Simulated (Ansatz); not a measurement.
```yaml
crystal:
  periodic: [false, false, false]
  atoms:
    - {symbol: C, position_ang: [-0.883377, 0.376042, -1.894851]}
    - {symbol: N, position_ang: [-0.502444, 1.088565, -0.685611]}
    - {symbol: C, position_ang: [-1.103941, 2.445154, -0.547415]}
    - {symbol: Si, position_ang: [0.723350, 0.467431, 0.322466]}
    - {symbol: O, position_ang: [0.712070, 1.516304, 1.638957]}
    - {symbol: O, position_ang: [2.184986, 0.373915, -0.372717]}
    - {symbol: N, position_ang: [0.355924, -1.190822, 0.626132]}
    - {symbol: C, position_ang: [1.361346, -2.228028, 0.662278]}
    - {symbol: C, position_ang: [-0.943602, -1.577210, 1.183556]}
    - {symbol: H, position_ang: [-2.045462, 0.249441, -1.911926]}
    - {symbol: H, position_ang: [-0.646760, 0.884111, -2.782972]}
    - {symbol: H, position_ang: [-0.469201, -0.627719, -1.939873]}
    - {symbol: H, position_ang: [-0.777697, 2.872044, 0.348216]}
    - {symbol: H, position_ang: [-2.263233, 2.310105, -0.554990]}
    - {symbol: H, position_ang: [-0.902898, 3.048235, -1.380477]}
    - {symbol: H, position_ang: [1.331876, 1.276557, 2.259073]}
    - {symbol: H, position_ang: [2.536863, 1.251675, -0.659809]}
    - {symbol: H, position_ang: [2.364267, -1.900194, 0.265143]}
    - {symbol: H, position_ang: [1.473155, -2.647126, 1.637728]}
    - {symbol: H, position_ang: [1.042070, -3.069667, 0.031127]}
    - {symbol: H, position_ang: [-0.888077, -1.879824, 2.149626]}
    - {symbol: H, position_ang: [-1.327955, -2.401526, 0.535476]}
    - {symbol: H, position_ang: [-1.646767, -0.703297, 1.086569]}
basis:
  gaussian: {orbitals: x2c-TZVPPall}
hamiltonian: {xc: {name: BLYP}, dispersion: d4}
output: {forces: true}
```

```sh
$ ansatz run in.yaml --threads 4 --pin off --events-out ev --progress --plain --max-ram 46080MiB --backend cuda --devices 0, --max-vram 37GiB
```

It prints (some lines left out):

```
Functional definition: BLYP
2460 factors; their error is unknown
mean field evaluation 1: about -19316.9894 eV, gradient 1.4e2 eV
mean field evaluation 2: about -19181.7113 eV, gradient 2.7e2 eV
mean field evaluation 4: about -19353.6114 eV, gradient 2.6e1 eV
mean field evaluation 8: about -19354.8709 eV, gradient 2.1e-1 eV
mean field evaluation 16: about -19354.8121 eV, gradient 2.1e-3 eV
mean field -19354.81209097 eV, -711.2762251802 hartree, gradient 1.8e-5 eV, S^2 0.000000; 0 other end points of the search recorded, 0 dependent functions left out
reference -19354.81260351 eV, -711.2762440156 hartree; 41, 41 occupied and 445, 445 virtual orbitals, 2460 factors
Total energy: -19356.15365920 eV, -711.3255269034 hartree
Relativity: scalar
Atom 0 at    -0.883377     0.376042    -1.894851 Å, force    -2.551375    -0.745024     1.285229 eV/Å
Atom 1 at    -0.502444     1.088565    -0.685611 Å, force    -0.083512     0.874953    -0.073974 eV/Å
Atom 2 at    -1.103941     2.445154    -0.547415 Å, force    -2.404794    -2.933959    -0.403032 eV/Å
Atom 3 at     0.723350     0.467431     0.322466 Å, force    -1.518882    -0.307784     0.571443 eV/Å
Atom 4 at     0.712070     1.516304     1.638957 Å, force    -2.245117     0.603327    -2.694336 eV/Å
Atom 5 at     2.184986     0.373915    -0.372717 Å, force     1.790517     0.993486    -0.747106 eV/Å
Atom 6 at     0.355924    -1.190822     0.626132 Å, force     0.374856     1.009205     0.324203 eV/Å
Atom 7 at     1.361346    -2.228028     0.662278 Å, force     0.655544    -0.202495    -1.320987 eV/Å
Atom 8 at    -0.943602    -1.577210     1.183556 Å, force    -0.623584     1.296568    -4.074766 eV/Å
Atom 9 at    -2.045462     0.249441    -1.911926 Å, force     1.412696     0.087990    -0.014616 eV/Å
Atom 10 at    -0.646760     0.884111    -2.782972 Å, force     0.567665     0.959089    -1.456731 eV/Å
Atom 11 at    -0.469201    -0.627719    -1.939873 Å, force     0.222008    -0.160685     0.151191 eV/Å
Atom 12 at    -0.777697     2.872044     0.348216 Å, force     0.376421     0.840656     1.415503 eV/Å
Atom 13 at    -2.263233     2.310105    -0.554990 Å, force     1.434327     0.340063     0.276723 eV/Å
Atom 14 at    -0.902898     3.048235    -1.380477 Å, force     0.595930     1.142355    -1.390737 eV/Å
Atom 15 at     1.331876     1.276557     2.259073 Å, force     2.420674    -0.754426     2.665476 eV/Å
Atom 16 at     2.536863     1.251675    -0.659809 Å, force    -0.185244    -0.859000     0.199186 eV/Å
Atom 17 at     2.364267    -1.900194     0.265143 Å, force    -0.970686    -0.079203     0.460085 eV/Å
Atom 18 at     1.473155    -2.647126     1.637728 Å, force     0.336087    -0.319078     1.188228 eV/Å
Atom 19 at     1.042070    -3.069667     0.031127 Å, force    -0.023949    -0.198945    -0.217648 eV/Å
Atom 20 at    -0.888077    -1.879824     2.149626 Å, force     0.155557    -1.028611     3.220308 eV/Å
Atom 21 at    -1.327955    -2.401526     0.535476 Å, force    -0.190820     0.185784     0.481891 eV/Å
Atom 22 at    -1.646767    -0.703297     1.086569 Å, force     0.455682    -0.744268     0.154466 eV/Å
Dipole moment:     0.133468     0.069012     0.012777 e Å
```

Run time 5.5 s (4 threads of an AMD EPYC 7R13 on a shared host and a share of an NVIDIA H100 80 GB); peak host memory 1.1 GiB.
